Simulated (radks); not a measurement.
Question: C, configuration [He] 2s2 2p2. Calculated with a radial shooting solver on a logarithmic mesh with Libxc functionals: scalar-relativistic Kohn-Sham, AM05, spin-polarised, spherical densities, finite nucleus; open shells are filled with parallel spins first; Fermi nuclear charge, rms radius 2.4702 fm. Some entries of the table are withheld. Estimate them.

| orbital | occ. | eigenvalue (eV) | <1/r> (bohr^-1) |
|---|---|---|---|
| 1s up | 1 | -270.8414 | 5.614 |
| 1s down | 1 | -270.0364 | 5.629 |
| 2s up | 1 | -14.4679 | (1) |
| 2s down | 1 | -11.6964 | (2) |
| 2p up | 2 | (3) | 0.7863 |
| 2p down | 0 | (4) | 0.7139 |

Answer: 
(1) 2s up <1/r> (bohr^-1): 0.9283
(2) 2s down <1/r> (bohr^-1): 0.8901
(3) 2p up eigenvalue (eV): -6.0353
(4) 2p down eigenvalue (eV): -3.4883
